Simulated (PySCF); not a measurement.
How do the members of this family differ from one of them?

PySCF, CAM-B3LYP/def2-SVPD, density fitting, gas phase; each molecule at its own PBE0-D3(BJ)/def2-SVP geometry, one conformer. Singlet excitations by full TDDFT with frozen cores, triplets by Tamm–Dancoff TDDFT and ionisation energies by ΔSCF, from the lowest of the holes tried. 

Torsions of the conformers computed, which needn't be the lowest (atom-mapped SMILES):
- `[CH2:1]=[CH:2][SiH2:3][F:4]`: C1–C2–Si3–F4 115°
- `[CH3:1][CH2:2][O:3][SiH2:4][F:5]`: C1–C2–O3–Si4 167°, C2–O3–Si4–F5 69°
- `[O:1]=[C:2]([OH:3])[SiH2:4][F:5]`: O1–C2–Si4–F5 180°, H–O3–C2–O1 0°
- `[F:1][SiH2:2][CH:3]1[CH2:4][CH2:5]1`: F1–Si2–C3–C4 151°
- `[NH2:1][C:2](=[O:3])[SiH2:4][F:5]`: N1–C2–Si4–F5 2°, H–N1–C2–O3 179°, H–N1–C2–O3 1°
- `[O:1]=[CH:2][O:3][SiH2:4][F:5]`: O1–C2–O3–Si4 1°, C2–O3–Si4–F5 179°
- `[F:1][SiH2:2][CH2:3][SiH3:4]`: F1–Si2–C3–Si4 -57°
- `[H]/[N:1]=[CH:2]\[SiH2:3][F:4]`: N1–C2–Si3–F4 178°
- `[F:1][SiH2:2][O:3][GeH3:4]`: F1–Si2–O3–Ge4 6°
- `[OH:1][B:2]([OH:3])[SiH2:4][F:5]`: O1–B2–Si4–F5 -61°, H–O1–B2–O3 -2°, H–O3–B2–O1 0°
- `[F:1][SiH2:2][CH:3]([Cl:4])[Cl:5]`: F1–Si2–C3–Cl4 62°

Reference: `C=C[SiH2]F`, with HOMO energy -9.79 eV, LUMO energy 0.12 eV, lowest singlet excitation 6.61 eV, lowest triplet excitation 4.20 eV, mean polarisability 50.9 au, dipole moment 2.09 D and vertical ionisation energy 10.79 eV.

Changes against it:

| molecule | Δ HOMO energy (eV) | Δ LUMO energy (eV) | Δ lowest singlet excitation (eV) | Δ lowest triplet excitation (eV) | Δ mean polarisability (au) | Δ dipole moment (D) | Δ vertical ionisation energy (eV) |
| --- | --- | --- | --- | --- | --- | --- | --- |
| F[SiH2]C1CC1 | -0.15 | +0.98 | +1.15 | +3.23 | +8.4 | +0.08 | +0.01 |
| O=CO[SiH2]F | -0.68 | +0.34 | -0.80 | +1.06 | -7.9 | -1.55 | +0.82 |
| CC#C[SiH2]F | +0.49 | +0.32 | -1.01 | +0.60 | +11.3 | +0.78 | -0.56 |
| F[SiH2]C[SiH3] | -0.51 | +0.83 | +1.33 | +3.32 | +15.4 | -0.08 | +0.34 |
| [H]/N=C\[SiH2]F | +0.73 | -0.41 | -2.33 | -0.76 | -5.1 | -0.58 | -0.67 |
| F[SiH2][O][GeH3] | -0.23 | +0.50 | +0.60 | +2.62 | +7.6 | -0.78 | +0.12 |
| OB(O)[SiH2]F | -0.07 | -0.08 | -0.21 | +1.14 | -1.0 | +2.12 | +0.11 |
| F[SiH2]C(Cl)Cl | -0.15 | +0.20 | -0.14 | +1.64 | +14.8 | -0.83 | +0.09 |

Rows whose labels were lost:

```tsv
row	Δ HOMO energy (eV)	Δ LUMO energy (eV)	Δ lowest singlet excitation (eV)	Δ lowest triplet excitation (eV)	Δ mean polarisability (au)	Δ dipole moment (D)	Δ vertical ionisation energy (eV)
P	+0.90	+0.44	-1.71	+0.07	-0.4	+0.30	-1.00
Q	-0.06	-0.10	-1.43	+0.31	-5.1	-1.74	+0.07
R	-0.28	+1.12	+1.44	+3.52	+4.0	-0.34	+0.20
```

Which row belongs to which of `CCO[SiH2]F`, `O=C(O)[SiH2]F` and `NC(=O)[SiH2]F`?

P = `NC(=O)[SiH2]F`, Q = `O=C(O)[SiH2]F` and R = `CCO[SiH2]F`. P and Q are told apart most clearly by the dipole moment (+0.30 against -1.74 D); P and R are told apart most clearly by the lowest triplet excitation (+0.07 against +3.52 eV); Q and R are told apart most clearly by the lowest triplet excitation (+0.31 against +3.52 eV); R comes close to the labelled row of `F[SiH2]C1CC1` in every column.

Which row has the smallest HOMO–LUMO gap and which the largest, and does the HOMO or the LUMO shift more there?

Smallest, counted from the reference: `[H]/N=C\[SiH2]F`, -1.14 eV (HOMO +0.73, LUMO -0.41), the larger shift being that of the HOMO. Largest: R, +1.40 eV (HOMO -0.28, LUMO +1.12), the larger shift being that of the LUMO.

Fit a straight line for the change of the lowest singlet excitation against that of the lowest triplet excitation over the labelled rows, and test it on P, Q and R.

Over the 8 labelled rows the slope is 0.861 eV/eV, the intercept -1.56 eV, r = 0.99 and the standard error 0.18 eV. P: predicted -1.50, computed -1.71 eV; Q: predicted -1.29, computed -1.43 eV; R: predicted +1.47, computed +1.44 eV. The mean miss is 0.13 eV, against 1.5 eV for guessing the labelled rows' mean: the line carries over to these rows.
